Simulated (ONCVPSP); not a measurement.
## Cs (Z = 55), ONCV: configuration errors across variants

| Property | Result |
| --- | --- |
| Element | caesium (Cs) |
| Generator | ONCVPSP 4.0.1 |
| Type | optimised norm-conserving Vanderbilt (ONCV) |
| Functional | LDA (Perdew-Wang 92) |
| Relativity | scalar-relativistic |
| Frozen core | [Kr] 4d10 |
| Valence charge | 9 |
| Reference configuration | 5s2 5p6 (charge +1) |
| Partial waves | 5s: rc 2.00 bohr, ncon 4, nbas 7, qcut 2.9 1/bohr, 2 projectors, debl 3.8 Ha; 5p: rc 2.85 bohr, ncon 5, nbas 10, qcut 5.9 1/bohr, 1 projector; d scattering state at 0.16 Ha: rc 2.20 bohr, ncon 4, nbas 7, qcut 4.5 1/bohr, 3 projectors, debl 1.8 Ha |
| Local potential | polynomial inside 1.95 bohr (lpopt 3, dvloc0 0 Ha) |
| Core correction | Teter function, fcfact 4.75, rcfact 1.35 |

In the d channel the program set the typed energies aside and used 0.050, 1.850, 3.650 Ha.

All-electron excitation energies from the reference (eV): (1) 5s2 5p6 6s1 -3.997; (2) 5s2 5p6 6s0.5 -2.443; (3) 5s2 5p6 6p1 -2.523; (4) 5s2 5p5 6s1 13.993.

A true bound ghost makes a file unfit for plane-wave use even where its test errors are small: the radial tests pick states by their node count and pass the ghost by.

Errors AE − PS in meV (a dash: test not solved or not reliable):

```csv
change,(1),(2),(3),(4),bound ghosts,GHOST(+) flags above zero
base,+1.7,+1.2,+7.0,-3.1,d,"s, d"
"core correction Teter function, fcfact 4.75, rcfact 0.96",+1.8,+1.2,+7.0,+5.6,d,"s, d"
"core correction Teter function, fcfact 4.75, rcfact 1.04",+1.8,+1.2,+7.0,+5.0,d,"s, d"
"core correction Teter function, fcfact 4.75, rcfact 1.16",+1.8,+1.2,+7.0,+3.3,d,"s, d"
"core correction Teter function, fcfact 4.75, rcfact 1.3",+1.8,+1.2,+7.0,-0.8,d,"s, d"
"core correction Teter function, fcfact 4.75, rcfact 1.44",+1.7,+1.1,+7.0,-8.2,d,"s, d"
"core correction Teter function, fcfact 4.75, rcfact 1.54",+1.4,+1.1,+6.9,-16,d,"s, d"
"core correction Teter function, fcfact 4.75, rcfact 1.72",+0.3,+0.6,+6.4,-33,d,"s, d"
"core correction Teter function, fcfact 4.75, rcfact 1.82",-1.3,-0.1,+5.6,-43,d,"s, d"
"core correction Teter function, fcfact 4.75, rcfact 1.92",-4.5,-1.4,+4.1,-54,d,"s, d"
```

Give the same row for: core correction Teter function, fcfact 4.75, rcfact 2.02.

-10, -3.8, +1.0, -65; bound ghosts: d; GHOST(+) flags above zero: s, d.
